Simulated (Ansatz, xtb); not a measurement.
# Relative energy of two conformers of H4O3SSi

We compare a, `O[SiH](O)OS`, a singlet, with b, `O[SiH](O)OS`, a singlet. Both are isolated molecules in the gas phase, relaxed with PBE0-D3(BJ)/def2-SVP.

a (Å):

```yaml
atoms:
  - { symbol: O, position_ang: [0.2398, 0.7950, -1.8413] }
  - { symbol: O, position_ang: [2.2016, 1.7256, -0.2689] }
  - { symbol: O, position_ang: [1.3230, -0.8930, -0.1487] }
  - { symbol: S, position_ang: [1.8090, -1.4184, 1.3697] }
  - { symbol: Si, position_ang: [0.8969, 0.7242, -0.3304] }
  - { symbol: H, position_ang: [-0.1393, -0.0249, -2.1726] }
  - { symbol: H, position_ang: [0.0036, 1.1296, 0.7720] }
  - { symbol: H, position_ang: [2.7282, 1.7770, -1.0731] }
  - { symbol: H, position_ang: [3.0897, -0.9719, 1.3199] }
```

b (Å):

```yaml
atoms:
  - { symbol: O, position_ang: [-0.5859, -2.1169, 0.8835] }
  - { symbol: O, position_ang: [2.0019, -1.9188, 0.1888] }
  - { symbol: O, position_ang: [0.2636, -0.9311, -1.4908] }
  - { symbol: S, position_ang: [-1.0774, -0.0420, -1.9708] }
  - { symbol: Si, position_ang: [0.5354, -1.1641, 0.1541] }
  - { symbol: H, position_ang: [-0.5385, -3.0582, 0.6887] }
  - { symbol: H, position_ang: [0.4818, 0.1380, 0.8491] }
  - { symbol: H, position_ang: [2.5462, -1.8022, -0.5959] }
  - { symbol: H, position_ang: [-0.4472, 1.1472, -2.1424] }
```

Q: Estimate which is lower in electronic energy at CCSD(T)/def2-SVP + ΔMP2/def2-TZVPP, and by roughly how much.

A: Too close to call at this level: CCSD(T)/def2-SVP + ΔMP2/def2-TZVPP gives E(b) − E(a) = +0.014 eV.

How the difference moves with the method:

```tsv
level	geometry	E(b) − E(a) (eV)	departure from the last row (eV)	job, with rough time for the two
PBE0-D3(BJ)/def2-SVP	PBE0-D3(BJ)/def2-SVP	+0.020	+0.007	optimisation, 59 s
HF/def2-SVP	PBE0-D3(BJ)/def2-SVP	+0.013	−0.001	part of the CCSD(T) run
MP2/def2-SVP	PBE0-D3(BJ)/def2-SVP	+0.017	+0.003	part of the CCSD(T) run
CCSD(T)/def2-SVP	PBE0-D3(BJ)/def2-SVP	+0.016	+0.002	single point
CCSD(T)/def2-SVP + ΔMP2/def2-TZVPP	PBE0-D3(BJ)/def2-SVP	+0.014		single point, 37 s
```

The largest departure from CCSD(T)/def2-SVP + ΔMP2/def2-TZVPP is that of PBE0-D3(BJ)/def2-SVP, 0.007 eV. Levels run at GFN2-xTB geometries aren't shown. The last row adds to CCSD(T) the change of the MP2 difference between the two basis sets, here −0.002 eV.

With harmonic frequencies from PBE0-D3(BJ)/def2-SVP (ideal gas, rigid rotor, one conformer each, 298.15 K, 1 atm): on the last row, ΔE + ΔZPE = +0.012, ΔH = +0.013, ΔG = +0.009 eV.

The correlated steps freeze 13 core orbitals. Programs: Ansatz 0.2.0; the last row on 2 threads of Intel(R) Xeon(R) Processor @ 2.70GHz on a shared host.
